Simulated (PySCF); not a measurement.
Correlation energy of Ge³⁰⁺ (germanium, charge +30)

Starting occupation: 1s2. Calculation: PySCF 2.14, in an uncontracted even-tempered set (17 s from 4.6 bohr⁻², ratio 2.6; 11 p from 6 bohr⁻², ratio 2.6; 6 d from 6.1 bohr⁻², ratio 2.8; 3 f from 270 bohr⁻², ratio 2.8); X2C-1e with screened-nucleus spin-orbit coupling, Gaussian nucleus. Frozen: nothing; 2 electrons correlated; the 34 highest virtual spinors left out.

Total MP2 correlation energy: -48.89 mhartree.

With two correlated electrons CCSD is exact within the correlated space (frozen core and kept virtual orbitals).

The virtual space was cut to 52 spinors, which keep -46.29 of the -48.89 mhartree of MP2 correlation.

```json
{"level": "CCSD", "correlation energy (mhartree)": "-46.78"}
```

Diagnostics: T1 = 2.9e-06, largest double amplitude 0.002.

Cost of the coupled-cluster step: about 11 core-seconds, for 2 occupied and 52 virtual spinors.

Iterations:

```
Init t2, MP2 energy = -0.0462861645021573
CCSD nocc = 2, nmo = 54
Init t2, MP2 energy = -0.0462861645021573
Init E_corr(GCCSD) = -0.0462861645021573
cycle = 1  E_corr(GCCSD) = -0.0467697477582168  dE = -0.000483583256  norm(t1,t2) = 6.97476e-05
cycle = 2  E_corr(GCCSD) = -0.0467766950428609  dE = -6.94728464e-06  norm(t1,t2) = 1.1981e-06
cycle = 3  E_corr(GCCSD) = -0.0467768107155369  dE = -1.15672676e-07  norm(t1,t2) = 2.37549e-08
cycle = 4  E_corr(GCCSD) = -0.0467768105931762  dE = 1.22360774e-10  norm(t1,t2) = 1.29953e-10
GCCSD converged
E(GCCSD) = -1017.874214838299  E_corr = -0.04677681059317617
```

The coupled-cluster values are those of the cut space; adding the MP2 remainder, -2.60 mhartree, estimates the full space.

At this charge the one-electron X2C treatment keeps the bare 1/r₁₂, with no two-electron picture change or Breit term. That inflates the 1s pair energies well beyond their four-component values.
